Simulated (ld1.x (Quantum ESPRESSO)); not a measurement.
## Logarithmic derivatives: boron (B), PAW

```json
{"Element": "B", "Generator": "ld1.x (Quantum ESPRESSO) 7.5", "Type": "PAW", "Functional": "LDA (PZ)", "Relativity": "scalar-relativistic", "Frozen core": "[He]", "Valence charge": "3", "Reference configuration": "2s1.5 2p1.5", "Partial waves": "2s (bound): rcut 1.50, rcutus 1.80 bohr; 2s channel at 0.4 Ry: rcut 1.50, rcutus 1.80 bohr; 2p (bound): rcut 3.25, rcutus 4.35 bohr; 2p channel at 2.75 Ry: rcut 3.25, rcutus 4.35 bohr", "Local potential": "all-electron potential smoothed inside 3.85 bohr (lloc = -2)", "Core correction": "Bessel-smoothed model core inside 1.55 bohr", "Augmentation charge": "PSQ, inside the norm-conserving radii"}
```

The phase is arctan(r·u′/u) with u = r·R(r), unwrapped; energies in Ry, scanned from -3 to 5 Ry. A pole is an energy at which the radial function vanishes at the test radius. The pseudo phase is shifted by a multiple of π to meet the all-electron one at the reference energy, and phase errors are pseudo minus all-electron; the curves can meet again beyond the range given. Levels narrower than the energy grid can be missing from the lists of poles.

```
channel  radius (bohr)  reference energy (Ry)  poles, all-electron      poles, pseudo  unbroken range about the reference energy with phases within 0.05 rad  phase error 1 Ry above the reference energy (rad)
      s           4.70                  -0.71    -0.68, 0.99, 3.55  -0.68, 0.99, 3.50                                                              below 2.1                                             -0.000
      p           4.70                  -0.29    -0.23, 1.16, 3.48  -0.22, 2.64, 4.36                                                           -0.3 to -0.2                                             +2.448
```

Phases in the s channel:

| E (Ry) | all-electron | pseudo |
| --- | --- | --- |
| -3.00 | 1.444 | 1.444 |
| -2.52 | 1.431 | 1.431 |
| -2.04 | 1.413 | 1.413 |
| -1.56 | 1.386 | 1.386 |
| -1.08 | 1.331 | 1.331 |
| -0.60 | -1.754 | -1.754 |
| -0.12 | -2.072 | -2.072 |
| 0.36 | -4.138 | -4.138 |
| 0.84 | -4.660 | -4.660 |
| 1.32 | -4.805 | -4.806 |
| 1.80 | -5.033 | -5.036 |
| 2.28 | -7.192 | -7.218 |
| 2.76 | -7.716 | -7.721 |
| 3.24 | -7.816 | -7.820 |
| 3.72 | -7.873 | -7.879 |
| 4.20 | -7.929 | -7.943 |
| 4.68 | -8.033 | -8.096 |
